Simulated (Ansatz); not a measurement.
Br3FSi (`F[Si](Br)(Br)Br`). Charge 0, multiplicity 1.

```xyz
5

F     0.723    0.120    1.499
Si    0.039    0.006    0.081
Br   -0.559   -2.073   -0.218
Br   -1.701    1.326    0.061
Br    1.498    0.620   -1.424
```

What are the harmonic wavenumbers in cm⁻¹ at PBE0-D4/def2-TZVP (Ansatz, finite differences of forces, unscaled)? (Best estimate.)

The calculation gave: 103, 103, 162, 222, 222, 317, 524, 524, 928.

Is this a minimum?

Yes, all 9 modes are real.

Give the ideal-gas thermochemistry at 298.15 K and 1 bar (rigid rotor, harmonic oscillator; point group C3v, symmetry number 3).

Zero-point energy 18.6 kJ/mol; H(298) − E = 39.0 kJ/mol; entropy 367.5 J/(mol·K), of which translation 179.4, rotation 121.6, vibration 66.4; G(298) − E = -70.6 kJ/mol.

And at 400, 500, 600, 800 and 1000 K?


| T (K) | H − E (kJ/mol) | S (J/mol/K) | G − E (kJ/mol) |
| --- | --- | --- | --- |
| 400 | 48.6 | 395.2 | -109.5 |
| 500 | 58.5 | 417.2 | -150.1 |
| 600 | 68.6 | 435.7 | -192.8 |
| 800 | 89.4 | 465.5 | -283.1 |
| 1000 | 110.4 | 489.0 | -378.6 |
